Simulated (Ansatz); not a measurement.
`CCCBO` and `OBCF` differ in one atom or group.

Ansatz, PBE0-D4/def2-TZVP geometries, multiplicity 1. Each molecule was computed in one conformer, which needn't be the lowest.

| property | `CCCBO` |
| --- | --- |
| HOMO–LUMO gap (B3LYP/def2-TZVPP) / eV | 8.12 |
| HOMO energy (ωB97M-V/def2-TZVPP) / eV | -10.60 |
| size of the dipole moment (ωB97M-V/def2-TZVPP) / D | 1.95 |
| LUMO energy (ωB97M-V/def2-TZVPP) / eV | 2.14 |
| HOMO energy (PBE/def2-TZVPP) / eV | -6.86 |
| HOMO–LUMO gap (PBE/def2-TZVPP) / eV | 6.12 |

What does the change do to each property? (An estimate is asked.)

Ansatz gave: 
| property | `OBCF` | shift |
| --- | --- | --- |
| HOMO–LUMO gap (B3LYP/def2-TZVPP) / eV | 7.83 | -0.29 |
| HOMO energy (ωB97M-V/def2-TZVPP) / eV | -10.97 | -0.37 |
| size of the dipole moment (ωB97M-V/def2-TZVPP) / D | 2.48 | 0.53 |
| LUMO energy (ωB97M-V/def2-TZVPP) / eV | 1.63 | -0.51 |
| HOMO energy (PBE/def2-TZVPP) / eV | -6.99 | -0.13 |
| HOMO–LUMO gap (PBE/def2-TZVPP) / eV | 5.68 | -0.44 |

With PBE0 the HOMO falls by 0.32 eV and the LUMO falls by 0.58 eV, so the gap narrows by about 0.26 eV. PBE moves the HOMO by -0.13 eV and ωB97M-V by -0.37 eV. Dipoles are sizes alone; their direction can turn.

B3LYP here is the variant with VWN-RPA as its local correlation; programs differ in this.
